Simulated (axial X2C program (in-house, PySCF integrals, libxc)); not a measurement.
Potential curves of MoSn, scalar-relativistic

Computed with an axial X2C code built on PySCF integrals. Spin-free means the one-electron spin-free X2C Hamiltonian. Basis: Sn dyall-cv3z [11s12p9d4f1g], Mo dyall-cv3z [11s12p9d5f3g] (cores contracted in-house); Gaussian nuclei, density fitting, unrestricted open shells. Masses: Sn 119.902 u, Mo 97.905 u.

State: M_S = 2, Λ = 1 (beyond evenly filled blocks: σα, π+α, π+β, π-α, δ+α, δ-α). Energies in kJ/mol from the fragments at the same level (Sn + Mo). Fits are polynomials in 1 − R0/R over 0.85 to 1.23 times the lowest point R0.

```json
{"R (Å)": "2.3794", "CCSD": "", "CCSD(T)": "", "PBE0": "-86.49", "HF": "130.81"}
{"R (Å)": "2.4888", "CCSD": "-75.49", "CCSD(T)": "-93.35", "PBE0": "-117.88", "HF": "75.39"}
{"R (Å)": "2.5709", "CCSD": "-92.55", "CCSD(T)": "-109.10", "PBE0": "-130.42", "HF": "46.63"}
{"R (Å)": "2.6529", "CCSD": "-102.35", "CCSD(T)": "-117.62", "PBE0": "-136.37", "HF": "25.99"}
{"R (Å)": "2.7350", "CCSD": "-106.83", "CCSD(T)": "-120.88", "PBE0": "-137.58", "HF": "11.46"}
{"R (Å)": "2.8307", "CCSD": "-107.21", "CCSD(T)": "-119.93", "PBE0": "-134.78", "HF": "0.28"}
{"R (Å)": "2.9264", "CCSD": "-103.96", "CCSD(T)": "-115.44", "PBE0": "-128.92", "HF": "-6.44"}
{"R (Å)": "3.0495", "CCSD": "-96.36", "CCSD(T)": "-106.38", "PBE0": "-118.63", "HF": "-10.68"}
{"R (Å)": "3.1999", "CCSD": "", "CCSD(T)": "", "PBE0": "-103.98", "HF": "-11.81"}
{"R (Å)": "3.4187", "CCSD": "", "CCSD(T)": "", "PBE0": "-82.01", "HF": "-9.72"}
```

Correlated methods: 10 electrons correlated (number of frozen shells: Sn 4 s, 3 p, 2 d; Mo 4 s, 3 p, 1 d), 354 virtual spin orbitals or spinors in MP2, 90 natural virtuals in coupled cluster.

The state is a single determinant with fixed occupations, the lowest that a limited PBE0 search found. De is counted from the lowest determinant-based energies of the atoms at the same level, without counterpoise correction. Coupled cluster ran in a truncated set of natural virtual spinors; the MP2 energy of the rest was added. (T) has no such correction and the atoms are truncated less, which lowers De at CCSD(T) by a hundredth of an eV or more. Other states lie close and PBE0, whose exact exchange favours high spin, may order them wrongly; the determinant shown need not be the ground state. The nearest other spin-free determinant of the search, M_S = 2, Λ = 0, lies 0.33 eV up at the distance of the search. The functionals have no current-density term, which raises determinants with orbital currents, atoms included. The determinant is spin-polarised beyond a pure state at some levels (its spin-free form has ⟨S²⟩ too high), which makes Re and μ there less reliable. The T1 diagnostic is large, a sign of multireference character. With the outer-core shells frozen, correlated bond lengths of heavy atoms tend to come out a few hundredths of an ångström too long. Spin-free De lacks the spin–orbit lowering of the heavy p-block atom, a tenth of an eV or more for 4p and 5p, up to an eV for 6p and one to two eV for 7p atoms, less what an open-shell molecule gains itself. Coupled cluster ran on the points near the minimum only. MP2 and coupled cluster on one determinant become unreliable at the stretched end.

(1) Fit the CCSD curve near its minimum: give the equilibrium distance, the harmonic wavenumber and the well depth.

(2) Fit the CCSD(T) curve near its minimum: give the equilibrium distance, the harmonic wavenumber and the well depth.

(3) Fit the PBE0 curve near its minimum: give the equilibrium distance, the harmonic wavenumber and the well depth.

(4) What are Re, ωe and De at the HF level?

## Answers

(1) At CCSD, spin-free: Re = 2.790 Å, ωe ≈ 156 cm⁻¹, De = 1.11 eV to Sn + Mo; Be follows as 0.0402 cm⁻¹.

(2) At CCSD(T), spin-free: Re = 2.761 Å, ωe ≈ 163 cm⁻¹, De = 1.25 eV to Sn + Mo; Be follows as 0.041 cm⁻¹.

(3) At PBE0, spin-free: Re = 2.719 Å, ωe ≈ 167 cm⁻¹, De = 1.43 eV to Sn + Mo; Be follows as 0.0423 cm⁻¹.

(4) At HF, spin-free: Re = 3.179 Å, ωe ≈ 75.8 cm⁻¹, De = 0.12 eV to Sn + Mo; Be follows as 0.031 cm⁻¹.
